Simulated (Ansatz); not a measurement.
A nudged elastic band was laid between two geometries of BrH + FGeH3 (7 atoms, charge 0, multiplicity 1).

Method: Ansatz 0.2.0, RKS PBE0/def2-mTZVP.

```yaml
movable_images: 7
climbing_image: yes
spring: 5.0 eV/Å²
optimiser: quadratic models (default)
start_path: through a guess of the saddle point
force_threshold: 0.05 eV/Å
iteration_limit: 60
end_points: relaxed
```

First end point:

```xyz
7
Properties=species:S:1:pos:R:3
Ge 0.545 -0.217 -0.106
H 1.131 -0.726 1.214
H 1.529 0.635 -0.913
F -0.757 0.881 0.346
H -0.117 -1.320 -0.937
Br -3.527 0.231 2.168
H -2.388 0.635 1.380
```

Last end point:

```xyz
7
Properties=species:S:1:pos:R:3
Ge -0.668 0.390 -0.451
H 0.625 -1.223 2.574
H 0.542 1.124 0.129
F -0.983 1.086 -2.010
H -0.534 -1.119 -0.655
Br -2.507 0.817 0.849
H -0.057 -0.956 2.716
```

(1) Which bonds break or form, and what moves?

(2) Give the energies along the band, and the barrier.

(3) What is the geometry of the highest image?

## Answers

(1) Bonds broken: Ge1–H2, Br6–H7. Bonds formed: Ge1–Br6, H2–H7. BrH + FGeH3 becomes BrFGeH2 + H2.

(2) The forces met the threshold. The highest image is number 4 of 0 to 8, 41.6 kcal/mol above the first end and 54.8 kcal/mol above the last; the last end lies 13.2 kcal/mol below the first. Neighbouring images differ by up to 1.3 eV, so the band resolves the path poorly. A vibrational analysis at the climbing image gives one clearly imaginary mode, 1059i cm⁻¹: a first-order saddle point. The orbitals stay closed-shell, which can raise the energy where a bond breaks towards radicals; this wasn't checked here.

| image | path coordinate (Å) | energy (kcal/mol) | Ge1–H2 (Å) | Br6–H7 (Å) | Ge1–Br6 (Å) |
| --- | --- | --- | --- | --- | --- |
| 0 | 0.00 | 0.0 | 1.53 | 1.44 | 4.68 |
| 1 | 1.01 | 0.5 | 1.53 | 1.44 | 4.16 |
| 2 | 2.01 | 4.0 | 1.54 | 1.43 | 4.11 |
| 3 | 3.01 | 10.9 | 1.56 | 1.45 | 3.49 |
| 4 | 4.02 | 41.6 | 1.77 | 1.75 | 2.79 |
| 5 | 4.72 | 13.3 | 2.16 | 2.15 | 2.43 |
| 6 | 5.43 | -6.8 | 2.64 | 2.53 | 2.31 |
| 7 | 6.13 | -12.5 | 3.16 | 3.04 | 2.30 |
| 8 | 6.84 | -13.2 | 3.66 | 3.55 | 2.29 |

(3) 
```xyz
7
Properties=species:S:1:pos:R:3
Ge -0.192 0.095 -0.067
H 0.103 -0.651 1.509
H 1.290 0.502 -0.091
F -0.874 1.539 -0.756
H -0.672 -1.146 -0.805
Br -2.424 0.214 1.596
H -0.813 -0.435 1.767
```

The run took 4.9 min on 2 threads of Intel(R) Xeon(R) Platinum 8375C CPU @ 2.90GHz (Ice Lake), on a shared host, peak memory 0.27 GiB.
